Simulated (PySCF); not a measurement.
A calculated (B3LYP, PySCF 2.14, x2c-SVPall, the spin-free X2C one-electron Hamiltonian (Gaussian nucleus)) atom or ion has these occupied shells.

```json
{"shell": "1s α", "electrons": "1", "orbital energy (eV)": "-186.63", "rms radius, mean of both spins (bohr)": "0.382"}
{"shell": "1s β", "electrons": "1", "orbital energy (eV)": "-186.37", "rms radius, mean of both spins (bohr)": "0.382"}
{"shell": "2s α", "electrons": "1", "orbital energy (eV)": "-10.564", "rms radius, mean of both spins (bohr)": "2.18"}
{"shell": "2s β", "electrons": "1", "orbital energy (eV)": "-9.395", "rms radius, mean of both spins (bohr)": "2.18"}
{"shell": "2p α", "electrons": "1", "orbital energy (eV)": "-5.152", "rms radius, mean of both spins (bohr)": "2.39"}
```

Name the element and its charge.

B (boron, neutral), in [He] 2s2 2p1, 2P determinant.
